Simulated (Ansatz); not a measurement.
Species: C$_{3}$H$_{3}$FO$_{2}$, net charge 0, singlet state. 
Geometry from a B3LYP-D3(BJ)/def2-TZVP (Ansatz, a first-principles code) optimisation:
```
C
F 1 1.3137
C 1 1.3240 2 131.61
O 1 1.3627 2 115.42 3 177.09
H 3 1.0724 1 132.66 2 0.43
O 3 1.3993 5 118.98 1 -175.19
C 6 1.4205 3 103.66 5 -167.79
H 7 1.0868 6 110.21 3 -143.00
H 7 1.0991 8 112.15 6 122.81
```

Basis-set convergence of Hartree-Fock and CCSD correlation energies (hartree) with Ansatz. Correlated levels leave the core frozen unless marked. Spin-orbit coupling is left out. Non-relativistic.

| basis | functions | E(HF) | E(corr, CCSD) |
|---|---|---|---|
| cc-pVDZ | 99 | -364.46640 | -0.96458 |
| cc-pVTZ | 222 | … | … |

### Question
What belongs in the gaps?

### Answer

- cc-pVTZ, E(HF): -364.58149
- cc-pVTZ, E(corr, CCSD): -1.19925
